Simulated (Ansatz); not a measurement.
Reaction (formal exchange of groups at the Si–B bond): `COB(F)[SiH2]F` + `C=C[SiH3]` → `C=C[SiH2][SiH2]F` + `COBF`

Program: Ansatz. Geometries: PBE0-D4/def2-TZVP. ΔE: electronic, gas phase. CCSD(T)/CBS is the MP2 limit (def2-TZVPP, def2-QZVPP) plus CCSD(T) − MP2 in def2-TZVPP, frozen cores. Functionals use def2-TZVPP. B3LYP here is the variant with VWN-RPA as its local correlation; programs differ in this. Each species was taken in one conformer, which may not be the lowest.

```csv
level,ΔE (kJ/mol)
B3LYP-D4,-21.2
SCS-MP2/def2-TZVPP,-20.8
```

**Question.** What does CCSD(T)/CBS give? (Estimate.)

**Answer.** The calculation gave: -22.7 kJ/mol. The listed levels differ from it by 1.5, 1.9 kJ/mol.

Largest T1 diagnostic among the species: 0.013.
